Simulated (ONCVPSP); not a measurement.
**Reading a pseudo-wave (arsenic (As))**

Columns: radius, all-electron u(r) and pseudo u(r) of the 3p shell (level -135.37 eV) of arsenic in the configuration [Ne] 3s2 3p6 3d10 4s1 4p4; PBE, scalar-relativistic, ONCV scheme, ONCVPSP 4.0.1.

```tsv
r (bohr)	all-electron	pseudo
0.062	-0.5559	0.0411
0.125	-0.7058	0.1611
0.188	-0.3064	0.3439
0.250	0.2502	0.5620
0.312	0.7427	0.7908
0.375	1.0965	1.0069
0.438	1.2975	1.1827
0.500	1.3735	1.3001
0.562	1.3633	1.3553
0.625	1.2955	1.3487
0.688	1.1941	1.2872
0.750	1.0789	1.1867
0.812	0.9594	1.0614
0.875	0.8408	0.9234
0.938	0.7297	0.7874
1.000	0.6298	0.6642
1.062	0.5402	0.5567
1.125	0.4597	0.4651
1.188	0.3896	0.3903
1.250	0.3298	0.3297
1.312	0.2784	0.2783
1.375	0.2338	0.2337
1.438	0.1958	0.1958
1.500	0.1642	0.1641
1.562	0.1375	0.1374
1.625	0.1146	0.1146
```

Question: How many radial nodes do the two functions have?

Answer: The all-electron 3p function has n − l − 1 = 1; the pseudo-wave has 0, since the states of the same l below it are removed with the core.

Question: At about which radius was the pseudo-wave matched?

Answer: 1.25 bohr, where the columns begin to agree (steps of 0.06 bohr).

Question: Where does each function peak?

Answer: Outermost all-electron maximum near 0.50 bohr, pseudo maximum near 0.56 bohr (to the table’s step).

Question: Is the pseudo-wave norm-conserving?

Answer: Yes: the ONCV scheme keeps the norm inside the radius equal to the all-electron one, which fixes the energy derivative of the logarithmic derivative at the level.
